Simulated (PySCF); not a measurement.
C2H6FNSi2, SMILES N[Si@@H]1C=C[Si@@H]1F.

Coordinates come from a B3LYP-D3(BJ)/def2-SVP optimisation. The structure was generated by enumeration; whether it is a known compound was not checked. The values are those of a single conformer.

These are PySCF with B3LYP/def2-TZVP values and carry that method's errors.

Task: Estimate the frontier levels, gap, dipole moment and polarisability. (An estimate is asked for; the answer gives what the named calculation found.)

Result: 
```json
{
 "highest_occupied_level": "-6.70 eV",
 "lowest_empty_level": "-1.15 eV",
 "orbital_gap": "5.55 eV",
 "dipole_moment": "1.69 D",
 "quadrupole, principal values (traceless, Buckingham form, about the centre of nuclear charge)": "-8.74, -0.89, 9.63 D·Å",
 "mean_static_polarisability": "79.7 bohr³ (11.81 Å³)",
 "polarisability_principal_values": "63.5, 78.0, 97.5 bohr³"
}
```
